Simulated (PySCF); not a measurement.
**Spin–spin coupling constants**

Geometry (Å), atoms numbered from 1 in this order:
```xyz
7

F     1.5035    1.0463    0.3461
Ti    0.0025    0.0008   -0.0145
F     1.0496   -1.1282   -1.0660
F    -1.4988   -1.0439   -0.3764
F    -1.0443    1.1304    1.0372
F    -0.3590    1.0531   -1.5109
F     0.3658   -1.0506    1.4822
```

Total charge -2.

Method: B3LYP/pcJ-1 (pcSseg-1 on Ti)//PBE0-D3(BJ)/def2-SVP, PySCF; isolated molecule, single conformer, non-relativistic. Couplings are averaged over pairs made equivalent by symmetry, fast rotation or ring inversion, so a value needn't be that of the named pair in this geometry, while other rotamers aren't included; one pair stands for each set, and the list holds those of at least 1.5 Hz over up to four bonds.

Isotopes: $^{19}$F.

| pair | bonds | J (Hz) |
| --- | --- | --- |
| F1, F3 | 2 | 208.5 |
| F1, F4 | 2 | ? |
| F1, F5 | 2 | 45.7 |
| F1, F6 | 2 | 47.7 |
| F3, F4 | 2 | 45.7 |
| F3, F6 | 2 | 46.9 |
| F4, F6 | 2 | ? |
| F6, F7 | 2 | 368.8 |

Task: Estimate the withheld couplings, with signs.

Result: 
- $^{2}J$(F1,F4) = 208.7 Hz (mean over equivalent pairs that range from 48.0 to 369.3 Hz in this conformer)
- $^{2}J$(F4,F6) = 48.3 Hz (angle at Ti2 90°)
